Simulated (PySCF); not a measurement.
# Dipole moment and polarisability of `C[C@@H](S)[C@@H]1C[C@@H]1C#N`

Compound: C6H9NS.
Structure used (PBE0-D3(BJ)/def2-SVP), in Å, numbered top down from 1:
```xyz
17
C6H9NS angstrom
C     -1.417    1.304    0.414
C     -0.778   -0.042    0.705
S     -2.011   -1.385    0.917
C      0.131   -0.488   -0.413
C      1.223   -1.470   -0.167
C      1.575   -0.027   -0.453
C      2.087    0.808    0.599
N      2.486    1.488    1.448
H     -0.638    2.075    0.294
H     -2.075    1.619    1.237
H     -2.018    1.260   -0.506
H     -0.189    0.021    1.635
H     -2.722   -0.782    1.895
H     -0.356   -0.526   -1.394
H      1.361   -1.817    0.860
H      1.465   -2.203   -0.939
H      1.991    0.207   -1.438
```

Level: wB97X-D/def2-SVPD (PySCF), static field, nuclei fixed, core orbitals frozen in the response. The polarisability tensor in these axes (au):

```
x   101.78   9.68  -1.07
y     9.68  94.97   4.84
z    -1.07   4.84  83.17
```

Problem. Give the principal values, the mean and the anisotropy Δα = √{½[(α1 − α2)² + (α2 − α3)² + (α1 − α3)²]}.

Solution. Principal values 80.35, 90.78 and 108.79 au; mean 93.31 au = 13.83 Å³ = 15.38 × 10⁻⁴⁰ C²·m²/J; Δα = 24.92 au (27 % of the mean).

Problem. What is the dipole moment, and where does it point?

Solution. (-1.22, -1.12, -2.40) D, 2.92 D in size, pointing from the negative to the positive side. Measured along this direction, the outermost atoms are N8 at the negative end and H14 at the positive end.

Problem. In a dilute gas of rigid molecules at 298 K, how does the orientational term μ²/3kT compare with the electronic polarisability?

Solution. In Gaussian units μ²/3kT = 68.95 Å³ against 13.83 Å³, a ratio of 4.99; the Debye molar polarisation (4π/3)N_A(α + μ²/3kT) is 208.8 cm³/mol, leaving out the vibrational part.

Problem. Sum over states: ᾱ = Σ f/ω², ω in Eh. What share falls to these 6 lowest TDDFT singlets (eV, f)? 5.63, 0.0021; 6.39, 0.0318; 7.15, 0.0001; 7.43, 0.0187; 7.58, 0.0124; 7.67, 0.0559.

Solution. They add up to 1.74 au, 1.9 % of the 93.31 au; the largest single term is 0.70 au, from the state at 7.67 eV. Terms in order: 0.05, 0.58, 0.00, 0.25, 0.16, 0.70 au. Higher excitations give the rest. The strengths listed sum to 0.121.

Problem. Find the Langevin capture rate constant for NH4+ (18.034 u) meeting this molecule (127.046 u), k = 2.342 × 10⁻⁹ cm³/s × √(α in Å³ / reduced mass in u).

Solution. The reduced mass is 15.79 u, so k = 2.19 × 10⁻⁹ cm³/s. The formula leaves out the permanent dipole, which adds to the capture rate.

Problem. Traceless (Buckingham) quadrupole moment about the centre of nuclear charge: eigenvalues?

Solution. -23.34, 5.33, 18.02 D·Å. The values depend on the origin, since the dipole doesn't vanish. The electronic extent ⟨r²⟩ about the same centre is 1294 bohr², a root-mean-square distance of 2.31 Å for the 68 electrons.

One conformer (not necessarily the lowest) at the PBE0-D3(BJ)/def2-SVP geometry, without solvent, vibrations or thermal averaging.

The run behind these numbers computed excited states as well. Time: 29 s of wall time; peak memory 1.1 GiB. Hardware: an AMD EPYC 9R45 with one thread, shared host with 96 logical CPUs at a one-minute load of 47.

The pairwise dispersion term of wB97X-D wasn't added to the energies; at a given geometry it leaves orbitals and properties as they are.
